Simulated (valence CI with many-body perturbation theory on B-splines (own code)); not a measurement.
E1 transitions of Hg⁴⁸⁺

Calculated by valence CI with perturbative core correlation (CI+MBPT): four valence electrons over a frozen Dirac-Fock core [Ar] 3d10, a basis of 11 s, 11 p, 10 d, 8 f, 5 g, 2 h functions for each j, with the one-electron correlation potential Σ1 (screened to all orders), the two-electron term Σ2, the three-electron term Σ3, Breit, model QED; selected single and double excitations, second order for the rest, scaled by the run's own slope (own B-spline code, finite nucleus).

The last digits are not significant, and no measured levels were compared; by estimate large intervals hold to a few tenths of a per cent, small ones and those within an open d or f shell to about a per cent. Among the levels kept, up to 390 cm⁻¹ of a level comes from second order outside the variational space, and about a tenth of that is noise between levels of different J, which matters for small intervals.

Lines 201 to 250 of 561 in falling wavelength, among levels below 840.25 eV, chosen from the strongest by gf and those to the six lowest levels. Wavelengths and rates use the calculated energies. Electric multipoles are in the length gauge, E1 and E2 with the static RPA response of the core. Weak lines are less certain than strong ones. Lines between different terms over intervals too small for the method are left out, as are lines whose strength nearly cancels. Where a level lies close to another of its J and parity, the split of strength between their lines is uncertain. The highest levels of a list are the least certain.

Levels are named by their leading jj configuration (3d3/2^4 stands for four electrons in 3d with j = 3/2), which in mixed levels can hold well under half, so a name can repeat and another be missing. Letters in brackets count levels of one name in rising energy.

```
λ vac (Å)                           Upper                           Lower   A (s⁻¹)  S (a.u.) with core polarisation  S without
    56.62      (4s 4p3/2^2 4d5/2) J=2 [a]                (4s 4p3/2^3) J=2  4.03e+11                         1.80e-01   1.90e-01
    56.59  (4s 4p1/2 4p3/2 4d5/2) J=2 [d]      (4s 4p1/2 4p3/2^2) J=2 [b]  1.15e+11                         5.14e-02   5.42e-02
    56.59          (4s^2 4p3/2 4f5/2) J=3          (4s^2 4p3/2 4d3/2) J=2  2.47e+11                         1.54e-01   1.62e-01
    56.58  (4s 4p1/2 4p3/2 4f7/2) J=3 [b]  (4s 4p1/2 4p3/2 4d3/2) J=2 [c]  6.75e+10                         4.22e-02   4.43e-02
    56.56      (4s 4p1/2 4d5/2^2) J=3 [b]  (4s 4p1/2 4p3/2 4d3/2) J=2 [d]  1.29e+11                         8.08e-02   8.49e-02
    56.22  (4s 4p1/2 4p3/2 4f7/2) J=3 [d]  (4s 4p1/2 4p3/2 4d5/2) J=2 [a]  7.25e+10                         4.45e-02   4.67e-02
    56.18          (4s^2 4p3/2 4f7/2) J=4          (4s^2 4p3/2 4d3/2) J=3  7.45e+10                         5.87e-02   6.14e-02
    56.11  (4s 4p1/2 4p3/2 4f7/2) J=4 [e]  (4s 4p1/2 4p3/2 4d5/2) J=3 [a]  1.57e+11                         1.23e-01   1.30e-01
    56.10          (4s^2 4p3/2 4f5/2) J=2          (4s^2 4p3/2 4d3/2) J=1  1.57e+11                         6.85e-02   7.17e-02
    56.02  (4s 4p1/2 4p3/2 4d5/2) J=2 [d]      (4s 4p1/2 4p3/2^2) J=1 [a]  2.26e+11                         9.82e-02   1.03e-01
    56.01      (4s 4p1/2 4d5/2^2) J=2 [a]  (4s 4p1/2 4p3/2 4d5/2) J=2 [a]  2.22e+11                         9.63e-02   1.01e-01
    55.90          (4s 4p3/2^2 4d3/2) J=4          (4s^2 4p3/2 4d5/2) J=3  2.01e+11                         1.56e-01   1.64e-01
    55.84  (4s 4p1/2 4p3/2 4f5/2) J=3 [b]  (4s 4p1/2 4p3/2 4d3/2) J=2 [c]  1.84e+11                         1.11e-01   1.16e-01
    55.79  (4s 4p1/2 4p3/2 4d5/2) J=3 [b]      (4s 4p1/2 4p3/2^2) J=2 [a]  2.92e+11                         1.75e-01   1.84e-01
    55.78      (4s 4p1/2 4d5/2^2) J=2 [b]  (4s 4p1/2 4p3/2 4d5/2) J=2 [b]  8.95e+10                         3.83e-02   4.03e-02
    55.71          (4s 4p1/2^2 4d5/2) J=2          (4s 4p1/2^2 4p3/2) J=2  7.85e+10                         3.35e-02   3.53e-02
    55.70  (4s 4p1/2 4p3/2 4d5/2) J=4 [c]          (4s 4p1/2 4p3/2^2) J=3  5.06e+11                         3.88e-01   4.09e-01
    55.63  (4s 4p1/2 4d3/2 4d5/2) J=3 [b]  (4s 4p1/2 4p3/2 4d3/2) J=3 [a]  5.60e+10                         3.33e-02   3.51e-02
    55.57  (4s 4p1/2 4p3/2 4f5/2) J=1 [b]  (4s 4p1/2 4p3/2 4d3/2) J=1 [c]  1.21e+11                         3.08e-02   3.24e-02
    55.57      (4s 4p1/2 4d5/2^2) J=4 [a]  (4s 4p1/2 4p3/2 4d3/2) J=3 [b]  3.39e+11                         2.59e-01   2.72e-01
    55.51      (4s 4p3/2^2 4d5/2) J=2 [c]                (4s 4p3/2^3) J=1  1.26e+12                         5.32e-01   5.60e-01
    55.51  (4s 4p1/2 4p3/2 4f5/2) J=3 [b]  (4s 4p1/2 4p3/2 4d3/2) J=3 [b]  5.91e+10                         3.49e-02   3.66e-02
    55.46      (4s 4p3/2^2 4d5/2) J=2 [b]                (4s 4p3/2^3) J=2  6.92e+11                         2.91e-01   3.07e-01
    55.44          (4s^2 4p3/2 4d5/2) J=3              (4s^2 4p3/2^2) J=2  9.88e+11                         5.81e-01   6.12e-01
    55.42  (4s 4p1/2 4p3/2 4f7/2) J=2 [a]  (4s 4p1/2 4p3/2 4d3/2) J=2 [c]  8.68e+10                         3.65e-02   3.83e-02
    55.40  (4s 4p1/2 4d3/2 4d5/2) J=2 [b]  (4s 4p1/2 4p3/2 4d3/2) J=3 [a]  9.79e+10                         4.11e-02   4.33e-02
    55.31  (4s 4p1/2 4p3/2 4f7/2) J=2 [a]  (4s 4p1/2 4p3/2 4d3/2) J=1 [b]  1.00e+11                         4.19e-02   4.40e-02
    55.07  (4s 4p1/2 4p3/2 4f7/2) J=2 [b]  (4s 4p1/2 4p3/2 4d3/2) J=2 [c]  1.41e+11                         5.81e-02   6.10e-02
    55.07      (4s 4p1/2 4p3/2 4f5/2) J=0  (4s 4p1/2 4p3/2 4d3/2) J=1 [b]  3.68e+11                         3.03e-02   3.19e-02
    54.91  (4s 4p1/2 4p3/2 4f5/2) J=1 [b]  (4s 4p1/2 4p3/2 4d3/2) J=1 [b]  1.54e+11                         3.77e-02   3.96e-02
    54.85      (4s 4p1/2 4d5/2^2) J=4 [b]  (4s 4p1/2 4p3/2 4d5/2) J=3 [b]  6.24e+10                         4.58e-02   4.81e-02
    54.71          (4s^2 4p3/2 4d5/2) J=1              (4s^2 4p3/2^2) J=2  1.31e+11                         3.17e-02   3.34e-02
    54.68  (4s 4p1/2 4p3/2 4f7/2) J=4 [b]  (4s 4p1/2 4p3/2 4d3/2) J=3 [b]  2.36e+11                         1.72e-01   1.80e-01
    54.68              (4s^2 4d5/2^2) J=2          (4s^2 4p3/2 4d5/2) J=2  2.41e+11                         9.71e-02   1.02e-01
    54.63  (4s 4p1/2 4p3/2 4f5/2) J=4 [b]  (4s 4p1/2 4p3/2 4d3/2) J=3 [c]  3.63e+11                         2.63e-01   2.76e-01
    54.62      (4s 4p3/2^2 4d5/2) J=3 [c]                (4s 4p3/2^3) J=2  1.17e+12                         6.57e-01   6.91e-01
    54.61  (4s 4p1/2 4p3/2 4f7/2) J=5 [a]      (4s 4p1/2 4p3/2 4d3/2) J=4  5.51e+10                         4.88e-02   5.12e-02
    54.60  (4s 4p1/2 4p3/2 4f5/2) J=3 [b]  (4s 4p1/2 4p3/2 4d3/2) J=2 [b]  5.93e+10                         3.33e-02   3.51e-02
    54.38          (4s^2 4d5/2^2) J=4 [a]          (4s^2 4p3/2 4d3/2) J=3  3.18e+11                         2.27e-01   2.38e-01
    54.25  (4s 4p1/2 4d3/2 4d5/2) J=2 [b]  (4s 4p1/2 4p3/2 4d3/2) J=1 [a]  7.56e+10                         2.98e-02   3.13e-02
    54.18          (4s 4p1/2^2 4f5/2) J=3          (4s 4p1/2^2 4d3/2) J=2  2.06e+11                         1.13e-01   1.18e-01
    54.18      (4s 4p3/2^2 4d3/2) J=3 [a]          (4s^2 4p3/2 4d5/2) J=2  6.53e+10                         3.59e-02   3.78e-02
    54.12  (4s 4p1/2 4d3/2 4d5/2) J=4 [c]  (4s 4p1/2 4p3/2 4d3/2) J=3 [a]  6.83e+10                         4.81e-02   5.05e-02
    54.03      (4s 4p1/2 4d5/2^2) J=2 [b]  (4s 4p1/2 4p3/2 4d5/2) J=3 [a]  7.96e+10                         3.10e-02   3.27e-02
    54.00          (4s^2 4p1/2 4f5/2) J=3          (4s^2 4p1/2 4d3/2) J=2  1.54e+11                         8.36e-02   8.75e-02
    53.96  (4s 4p1/2 4p3/2 4f5/2) J=2 [c]  (4s 4p1/2 4p3/2 4d3/2) J=1 [c]  8.88e+10                         3.44e-02   3.61e-02
    53.74  (4s 4p1/2 4p3/2 4d5/2) J=3 [c]      (4s 4p1/2 4p3/2^2) J=2 [a]  5.22e+11                         2.80e-01   2.95e-01
    53.69      (4s 4p3/2^2 4d5/2) J=1 [b]                (4s 4p3/2^3) J=2  1.56e+11                         3.58e-02   3.77e-02
    53.60  (4s 4p1/2 4d3/2 4d5/2) J=3 [c]  (4s 4p1/2 4p3/2 4d3/2) J=3 [a]  5.75e+10                         3.06e-02   3.21e-02
    53.57  (4s 4p1/2 4p3/2 4f5/2) J=3 [a]  (4s 4p1/2 4p3/2 4d3/2) J=2 [a]  3.12e+11                         1.66e-01   1.74e-01
```
